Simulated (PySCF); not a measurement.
Ionisation energy of Pb by level of theory

Pb [Xe] 4f14 5d10 6s2 6p2 (3P) → Pb⁺ [Xe] 4f14 5d10 6s2 6p1 (2P), as a difference of total energies. Calculation: PySCF 2.14, in aug-cc-pVQZ-PP with ECP60MDF (7s7p5d3f2g, 92 functions); scalar relativity through the core potential. Correlated levels: valence: 5s2 5p6 5d10 frozen. The calculations carry no spin-orbit coupling.

Task: Order these methods by the ionisation energy they give, lowest first.
A. MP2 (valence)
B. CCSD(T) (valence)
C. CCSD (valence)
D. SCS-MP2 (valence)

Result: D (6.788 eV), A (6.852 eV), C (6.880 eV), B (6.902 eV).

Spin-orbit coupling is strong in these open shells (close to jj coupling). The scalar numbers leave it out and a first-order estimate fails, so it can dominate the gap to the real levels.

Errors of the correlated levels include the incompleteness of this basis and the frozen core.

For comparison: 7.417 eV (measured; NIST Atomic Spectra Database, ionization energies).
